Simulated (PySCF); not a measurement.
Dipole response of Zn (zinc, neutral)

[Ar] 3d10 4s1 4p1, high-spin 3P determinant (an excited configuration). Calculation: PySCF 2.14, in aug-cc-pVTZ-PP with one added diffuse shell each of s, p, d, f, g type with ECP10MDF (7s7p6d4f3g, 113 functions); scalar relativity through the core potential. Coupled (time-dependent) response in atomic units; α is the mean over directions.

```csv
method,mean α (bohr³),"α xx, yy, zz",C₆ (like pair),S(−4)
wB97X-V,72.72,"56.06, 106.0, 56.06",616.4,4200
```

S(−4) is the Cauchy moment in α(ω) = α(0) + S(−4) ω² + …

α(iu) at wB97X-V:

| u (hartree) | α(iu) (bohr³) |
| --- | --- |
| 0 | 72.72 |
| 0.0500 | 63.98 |
| 0.100 | 48.73 |
| 0.200 | 27.57 |
| 0.300 | 17.29 |
| 0.500 | 8.863 |
| 0.750 | 5.119 |
| 1.00 | 3.488 |
| 1.50 | 2.057 |
| 2.00 | 1.421 |
| 3.00 | 0.8365 |
| 5.00 | 0.4134 |

A single London oscillator, α(iu) = α/(1 + u²/ω²), gives C₆ = (3/4) ω α². Matching the computed C₆ needs ω = 4 × 616.4 / (3 × 72.72²) = 0.155 hartree.

The components differ because the open shell of this determinant is not spherical; for a pure term their mean is the scalar polarisability.

Energies and moments cover only the electrons outside the core potential.
